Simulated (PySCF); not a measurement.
## Ru⁺ (ruthenium, charge +1) across methods

[Kr] 4d7, high-spin 4F determinant. Calculation: PySCF 2.14, in cc-pwCVTZ-PP with ECP28MDF (7s7p6d3f2g, 97 functions); a scalar-relativistic core potential.

```csv
method,E (hartree),mean ε 4p β (eV),mean ε 4d α (eV),mean ε 4d β (eV),Σ⟨r²⟩ (bohr²),⟨S²⟩
PBE,-94.2171,-52.742,-13.301,-11.724,34.50,3.752
wB97X,-94.2137,-58.008,-17.158,-15.610,33.94,3.753
BLYP,-94.1775,-52.719,-13.156,-11.746,34.68,3.752
LDA,-93.9917,-52.911,-13.504,-11.810,34.72,3.752
UHF,-93.58502,-62.823,-18.954,-16.599,33.49,3.756
HSE06,-94.2048,-55.116,-14.465,-12.742,34.11,3.752
wB97M-V,-94.1383,-58.301,-17.237,-15.622,34.20,3.753
PBE0,-94.2073,-55.521,-14.876,-13.140,34.08,3.752
r2SCAN,-94.2390,-53.662,-13.534,-11.698,34.12,3.754
```

Energies and moments cover only the electrons outside the core potential.
